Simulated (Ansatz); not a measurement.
`CBB([SiH3])Cl` + `O[SiH2][SiH3]` → `CBO[SiH2][SiH3]` + `[SiH3]BCl`  (cleavage of the B–B bond)

Calculated with Ansatz (gas phase, PBE0-D4/def2-TZVP geometries, no zero-point term in ΔE). CCSD(T)/CBS adds triple-zeta CCSD(T) − MP2 to the extrapolated MP2 energy (def2 sets, frozen cores). This one scheme is used for every species. Functionals use def2-TZVPP. One conformer a species, not always the lowest.

`CBB([SiH3])Cl`:

Z-matrix (Å, degrees):
```
C
B 1 1.560
H 1 1.091 2 116.3
H 1 1.093 2 113.2 3 128.7
H 1 1.102 2 104.3 3 -117.6
B 2 1.653 1 125.1 3 13.5
H 2 1.206 1 117.5 3 -166.4
Cl 6 1.757 2 120.8 1 88.0
Si 6 2.029 2 122.9 1 -91.6
H 9 1.489 6 112.8 2 -5.9
H 9 1.491 6 108.4 2 113.9
H 9 1.489 6 110.2 2 -127.5
```

`O[SiH2][SiH3]`:

Z-matrix (Å, degrees):
```
Si
Si 1 2.347
O 1 1.654 2 112.4
H 1 1.484 2 110.6 3 117.6
H 1 1.493 2 108.5 3 -123.5
H 2 1.489 1 110.0 3 177.8
H 2 1.491 1 110.1 3 58.6
H 2 1.488 1 111.4 3 -61.5
H 3 0.958 1 117.6 2 -58.8
```

`CBO[SiH2][SiH3]`:

```xyz
14

C     1.901    0.788   -0.246
B     1.235    0.715    1.168
O     0.195   -0.100    1.470
Si   -0.680   -1.215    0.606
Si   -2.097   -0.164   -0.938
H     1.517    0.080   -0.985
H     2.983    0.645   -0.158
H     1.777    1.801   -0.648
H     1.630    1.413    2.065
H     0.234   -2.158   -0.098
H    -1.471   -1.986    1.598
H    -1.302    0.600   -1.938
H    -3.020    0.774   -0.245
H    -2.901   -1.194   -1.651
```

`[SiH3]BCl`:

Cartesian coordinates in Å:
```
Si -0.480 -0.210 0.691
B 0.735 0.282 -0.842
Cl 0.123 0.497 -2.455
H -0.017 -1.501 1.275
H -1.903 -0.342 0.285
H -0.368 0.830 1.751
H 1.910 0.443 -0.706
```

Task: Is it downhill or uphill in electronic energy at CCSD(T)/CBS, and by how much? (Estimate.)

Result: The calculation gave: Downhill: ΔE = -146.9 kJ/mol.

Task: What do these levels give: PBE-D4, r2SCAN-D4, ωB97X-V, ωB97M-V, PBE, r2SCAN, HF/def2-TZVPP, MP2/def2-TZVPP, SCS-MP2/def2-QZVPP, HF/CBS(def2), MP2/CBS(def2), CCSD/CBS(def2)? (An estimate is asked.)

Result: Computed: PBE-D4 -132.4, r2SCAN-D4 -141.0, ωB97X-V -146.1, ωB97M-V -149.1, PBE -131.2, r2SCAN -140.6, HF/def2-TZVPP -160.5, MP2/def2-TZVPP -152.3, SCS-MP2/def2-QZVPP -152.7, HF/CBS(def2) -161.2, MP2/CBS(def2) -149.2, CCSD/CBS(def2) -147.5 kJ/mol.

Largest T1 diagnostic among the species: 0.014.

From PBE to PBE0 (25 % exact exchange), in def2-TZVPP and without D4, ΔE moves by −5.1 kJ/mol. In def2-TZVPP, CCSD(T) changes the Hartree–Fock value by +10.5 kJ/mol (the triples alone add +0.6 kJ/mol) and MP2 by +8.2 kJ/mol.
